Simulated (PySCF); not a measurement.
**Electron correlation in V (vanadium, neutral)**

[Ar] 3d3 4s2, high-spin 4F determinant. Computed with PySCF 2.14 in def2-TZVPPD, with no relativity, point nucleus. Frozen: [Ne]; 13 electrons correlated.

| level | correlation energy (mhartree) |
| --- | --- |
| CCSD | -365.10 |
| (T) | -11.01 |
| CCSD(T) | -376.11 |

Diagnostics: T1 = 0.020, D1 = 0.0797, largest double amplitude 0.073.

Cost of the coupled-cluster step: about 9 core-seconds, for 13 correlated electrons.

This basis was not built for core-valence correlation, so the inner-shell part is incomplete.
